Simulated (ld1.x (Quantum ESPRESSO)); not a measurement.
# Pseudopotential generation for terbium (Tb): PAW, PBE, scalar-relativistic.

* Element: terbium (Tb)
* Generator: ld1.x (Quantum ESPRESSO) 7.5
* Type: PAW
* Functional: PBE
* Relativity: scalar-relativistic
* Frozen core: [Kr] 4d10
* Valence charge: 19
* Reference configuration: 4f8.5 5s2 5p6 5d0.5 6s2 6p0
* Partial waves: 5s (bound): rcut 2.10, rcutus 2.60 bohr; 6s (bound): rcut 2.10, rcutus 2.60 bohr; 5p (bound): rcut 2.65, rcutus 3.15 bohr; 6p (bound, empty): rcut 2.65, rcutus 3.15 bohr; 5d (bound): rcut 1.65, rcutus 2.30 bohr; 5d channel at 3.95 Ry: rcut 1.65, rcutus 2.30 bohr; 4f (bound): rcut 1.40, rcutus 1.50 bohr; 4f channel at 0.05 Ry: rcut 1.40, rcutus 1.50 bohr
* Local potential: all-electron potential smoothed inside 3.10 bohr (lloc = -1)
* Core correction: a·sin(br)/r model core inside 1.15 bohr
* Augmentation charge: PSQ, inside the norm-conserving radii

All-electron outer shells of the reference configuration (PBE, scalar-relativistic, ld1.x):

```
shell  level (eV)  outermost node (bohr)  outermost maximum (bohr)
   4p     -283.84                   0.28                      0.53
   4d     -150.29                   0.26                      0.55
   5s      -49.40                   0.64                      1.18
   5p      -26.40                   0.69                      1.33
   4f       -5.90                      –                      0.56
   6s       -3.99                   1.59                      3.41
   5d       -1.88                   0.78                      2.02
   6p       -1.28                   1.92                      4.66
```

Question: Estimate the cutoffs (Ry, on a coarse ladder) from which the occupation-weighted sum of valence levels, in a spherical-Bessel basis at the reference potential, stays within 10 and 1 mRy of its value at 400 Ry.

Answer: 70 Ry and 120 Ry.

Question: Does the potential have ghost states?

Answer: No extra level below or beside the all-electron valence levels (s, p, d, f tested).

Question: Is the overlap operator S = 1 + Σ q|β⟩⟨β| positive definite (Bessel basis up to 400 Ry)?

Answer: Yes: its lowest eigenvalue is 0.09 (p channel).

Question: Which valence shell sets the plane-wave cutoff?

Answer: 4f: its level needs 80 Ry to come within 1 mRy, against 18 Ry for 5d.

Test run stopped at test 1 of 7 (negative rho).
